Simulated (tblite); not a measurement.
What does the GFN2-xTB structure of `[SiH3]N[C@@H]1C=C(Cl)C1` look like in three dimensions?

Z-matrix in Å and degrees, rows numbered from 1:
```
Si
N   1  1.7231
C   2  1.4269  1  122.98
C   3  1.5155  2  116.47  1  -173.50
C   4  1.3303  3   92.78  2  -120.13
Cl  5  1.7054  4  134.21  3  -177.96
C   5  1.5005  4   96.34  3     0.57
H   1  1.4619  2  105.85  3    54.94
H   1  1.4592  2  103.87  3   174.93
H   1  1.4715  2  114.81  3   -64.83
H   2  1.0095  1  117.78  3   146.57
H   3  1.0918  2  108.42  1   -43.36
H   4  1.0723  3  132.25  2    59.32
H   7  1.0878  3  115.94  2  -125.31
H   7  1.0879  3  113.88  2     3.61
```

Si1 (SiH3 silicon) is distorted tetrahedral (angles from 103.9° to 114.8°). N2 (silicon-bound nitrogen) has angles 123.0°, 117.8° and 111.4°, sum 352.2°, 0.22 Å off the plane of its three neighbours. The 4-membered ring C3–C4–C5–C7 has internal angles of 84.5° to 96.3°; it is planar, 0.00 Å rms from its mean plane, widest ring torsion 1°. The 4 C–C bonds span 1.330 Å (C4=C5, drawn double) to 1.570 Å (C3–C7, drawn single), a spread of 0.240 Å.

Structure optimised with GFN2-xTB, isolated species.

Point group: C1 (no symmetry element, even within 0.4 Å). Its GFN2-xTB frequencies are all real (lowest 50 cm⁻¹). One conformer, not necessarily the lowest (Si1–N2–C3–C4 -174°). 3 starts were optimised and ended at 0.00, 0.40 and 1.35 kcal/mol (GFN2-xTB); the lowest of these is shown.

Hardware: Intel Xeon at 2.50 GHz, one thread, no GPU, shared host with 64 logical CPUs at a one-minute load of 63. Cost: 1.1 s wall. That covers the optimisation of the geometry.

The numbers are calculated, not measured.
